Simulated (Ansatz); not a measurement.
`CNCC(F)(F)F` and `[CH3][Zn][Se]C(F)(F)F` differ in one atom or group.

Ansatz, PBE0-D4/def2-TZVP geometries, multiplicity 1. Each molecule was computed in one conformer, which needn't be the lowest.

Scalar relativity is left out up to krypton.

```json
{"property": "HOMO energy (PBE0/def2-TZVPP) / eV", "`CNCC(F)(F)F`": "-7.05"}
{"property": "HOMO–LUMO gap (PBE/def2-TZVPP) / eV", "`CNCC(F)(F)F`": "5.73"}
{"property": "size of the dipole moment (ωB97M-V/def2-TZVPP) / D", "`CNCC(F)(F)F`": "2.77"}
{"property": "size of the dipole moment (PBE/def2-TZVPP) / D", "`CNCC(F)(F)F`": "2.56"}
{"property": "size of the dipole moment (B3LYP/def2-TZVPP) / D", "`CNCC(F)(F)F`": "2.75"}
{"property": "LUMO energy (B3LYP/def2-TZVPP) / eV", "`CNCC(F)(F)F`": "0.64"}
```

Task: Give the same properties after the change, and the shifts. (An estimate is asked.)

Result: Ansatz gave: 
```tsv
property	`[CH3][Zn][Se]C(F)(F)F`	shift
HOMO energy (PBE0/def2-TZVPP) / eV	-7.25	-0.20
HOMO–LUMO gap (PBE/def2-TZVPP) / eV	4.29	-1.44
size of the dipole moment (ωB97M-V/def2-TZVPP) / D	2.56	-0.21
size of the dipole moment (PBE/def2-TZVPP) / D	2.34	-0.22
size of the dipole moment (B3LYP/def2-TZVPP) / D	2.55	-0.20
LUMO energy (B3LYP/def2-TZVPP) / eV	-1.23	-1.87
```

With PBE0 the HOMO falls by 0.20 eV and the LUMO falls by 1.95 eV, so the gap narrows by about 1.75 eV. PBE moves the HOMO by -0.49 eV and ωB97M-V by 0.01 eV. Dipoles are sizes alone; their direction can turn.

B3LYP here is the variant with VWN-RPA as its local correlation; programs differ in this.

Spin–orbit coupling is left out; it splits and shifts lone-pair levels of the heavy atoms by tenths of an eV.
